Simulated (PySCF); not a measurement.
C7H8O3.
SMILES with atom numbers: `[CH3:1][C:2](=[O:3])[O:4][C@@H:5]1[CH:6]=[CH:7][C:8](=[O:9])[CH2:10]1` (hydrogens: H11, H12, H13 on C1; H14 on C5; H15 on C6; H16 on C7; H17, H18 on C10)

All values: PBE0/pcSseg-1 (PySCF, non-relativistic), on one gas-phase PBE0-D3(BJ)/def2-SVP geometry that isn't relaxed in the solvent. The solvent is an IEF-PCM continuum (van der Waals radii × 1.2). Specific hydrogen bonds and non-electrostatic terms are outside this model.

Gas phase at PBE0/pcSseg-1: HOMO -7.42 eV, LUMO -1.73 eV, dipole 2.80 D.

Task: What does the continuum do to the energy, the frontier levels and the dipole at PBE0/pcSseg-1 in cyclohexane and water?

Result: 
```
    solvent      ε  E(solvent) − E(gas) (kJ/mol)  polarisation term (kJ/mol)  distortion of the solute (kJ/mol)  HOMO (eV)  LUMO (eV)  dipole (D)
cyclohexane  2.017                        -15.45                      -16.36                               0.91      -7.46      -1.69        3.11
      water  78.36                        -38.10                      -43.76                               5.66      -7.54      -1.65        3.57
```

The polarisation term is half the interaction of the solute with the surface charges that it induces; the rest is the cost of distorting the solute's density. The sum is the electrostatic part of solvation alone. From cyclohexane to water the lowering changes by a factor 2.47, Onsager's factor (ε − 1)/(2ε + 1) by 2.43 and ε itself by 38.9.

Task: Which radius a makes the point-dipole formula ΔE = −[(ε − 1)/(2ε + 1)]·μ²/a³ give the value in water, with the gas-phase dipole?

Result: μ = 1.101 au and |ΔE| = 0.01451 Eh give a = 1.82 Å; the farthest nucleus lies 4.01 Å from the centroid of the nuclei, so such a sphere wouldn't even hold the nuclei. The formula assumes a rigid point dipole at the centre of a sphere.

Task: Which Hirshfeld charges (PBE0/pcSseg-1) respond most in cyclohexane (means over atoms taken as equivalent)?

Result: 
| atoms | environment | gas (e) | solvent (e) | change |
| --- | --- | --- | --- | --- |
| O9 | ketone oxygen | -0.247 | -0.266 | -0.019 |
| O3 | ester carbonyl oxygen | -0.256 | -0.268 | -0.012 |
| C6 | alkene CH carbon | -0.018 | -0.015 | +0.003 |
| H18 | methylene hydrogen | +0.058 | +0.061 | +0.003 |
| H15 | vinylic hydrogen | +0.061 | +0.064 | +0.003 |
| H16 | vinylic hydrogen | +0.065 | +0.067 | +0.002 |

Task: Which Mayer bond orders change most in cyclohexane?

Result: 
```json
{"bond": "C8–O9", "length (Å)": "1.204", "gas": "1.992", "solvent": "1.972", "change": "-0.020"}
{"bond": "C2–O3", "length (Å)": "1.203", "gas": "1.939", "solvent": "1.924", "change": "-0.015"}
{"bond": "C7–C8", "length (Å)": "1.483", "gas": "1.018", "solvent": "1.024", "change": "+0.006"}
{"bond": "C8–C10", "length (Å)": "1.527", "gas": "0.986", "solvent": "0.992", "change": "+0.006"}
{"bond": "C1–C2", "length (Å)": "1.499", "gas": "1.011", "solvent": "1.016", "change": "+0.005"}
{"bond": "C10–H18", "length (Å)": "1.099", "gas": "0.929", "solvent": "0.925", "change": "-0.004"}
{"bond": "C2–O4", "length (Å)": "1.344", "gas": "1.081", "solvent": "1.084", "change": "+0.003"}
{"bond": "C1–H13", "length (Å)": "1.100", "gas": "0.941", "solvent": "0.938", "change": "-0.003"}
```

Shape of the structure used: `[CH3:1][C:2](=[O:3])[O:4][C@@H:5]1[CH:6]=[CH:7][C:8](=[O:9])[CH2:10]1`: C1–C2–O4–C5 -178°, C2–O4–C5–C6 -78°.
